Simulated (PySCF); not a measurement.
An unknown is described by computed data only.

Formula: C3BN3.

| Property | Result |
| --- | --- |
| NMR, other nuclei | isotropic shieldings of nuclei other than C and H, by class: 79 (1 B), -148 (3 N) ppm [GIAO B3LYP/pcSseg-1] |
| Dipole | 0.00 D by symmetry (numerical residue 0.01 D) [CAM-B3LYP/def2-SVPD] |
| Couplings | largest of the computed one-bond spin–spin couplings (means over like bonds): 13C–11B +109.8 (×3), 15N–13C -16.7 (×3) Hz [B3LYP/pcJ-1] |
| Rotational structure | rotational constants A, B, C: 2.610, 2.600, 1.302 GHz [PBE0-D3(BJ)/def2-SVP] |
| 13C NMR | chemical shifts (computed TMS as zero) by class: 127.8 (3 C) ppm [GIAO B3LYP/pcSseg-1] |
| UV, strongest line | among the 10 lowest singlet transitions: S4/S5 at 5.42 eV (229 nm, f = 0.312 summed over these states) [TDDFT CAM-B3LYP/def2-SVPD] |
| Polarisability | 60.1 au [CAM-B3LYP/def2-SVPD] |

Electronic properties: PySCF, gas phase, density fitting. Levels stand in brackets. Isolated species at its PBE0-D3(BJ)/def2-SVP geometry, gas phase. NMR values are class means; diastereotopic atoms form classes of their own.

Problem. What is the compound? Reason from the data.

Solution. 3 carbons fall into 1 class: carbon bonded to B and N (127.8 ppm, 3 C). The other shieldings belong to: 79 ppm, boron bonded to 3 C; -148 ppm, nitrogen bonded to C. The couplings run between: +109.8 Hz, carbon bonded to B and N and boron bonded to 3 C (with 2 like pairs); -16.7 Hz, nitrogen bonded to C and carbon bonded to B and N (with 2 like pairs). The vanishing dipole is forced by symmetry. The optimised geometry has point group D3h and is an oblate symmetric top (the spread among constants that symmetry makes equal is optimisation noise). Structure: B(CN)3 (`N#CB(C#N)C#N`). The assignments are read from this structure; whether some other isomer fits the data as well wasn't checked.
